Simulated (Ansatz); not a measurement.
# Which level was it?

CH4BFO has 8 atoms, charge 0, and is taken as a singlet. As SMILES, `OCBF`. The coordinates come from a PBE0-D4/def2-TZVP relaxation. This is one conformer, not always the lowest.

```tsv
atom	x (Å)	y (Å)	z (Å)
O	-1.2405	0.7626	-0.1693
C	0.1179	0.4250	-0.0136
B	0.3686	-1.1120	0.0760
F	-0.6229	-1.9767	0.0072
H	-1.3191	1.7175	-0.2173
H	0.5631	0.8720	0.8937
H	0.7442	0.7998	-0.8434
H	1.4810	-1.5454	0.2108
```

Orbital energies are those of the mean-field step.

A calculation with Ansatz 0.2.0 gave:

| Quantity | Value |
| --- | --- |
| total energy | -237.7799 Eh |
| dipole moment | 1.96 D |
| HOMO energy | -12.86 eV |
| LUMO energy | 2.36 eV |
| HOMO–LUMO gap | 15.22 eV |
| largest force | 7.595 eV/Å |

Which of these levels gave the numbers?
A. BLYP/cc-pVTZ
B. HF/3-21G
C. HF/def2-SVP
D. CCSDT/MINI (sfX2C)

D. The others give -237.9105 Eh (HF/3-21G), -239.0345 Eh (HF/def2-SVP), -240.5016 Eh (BLYP/cc-pVTZ).
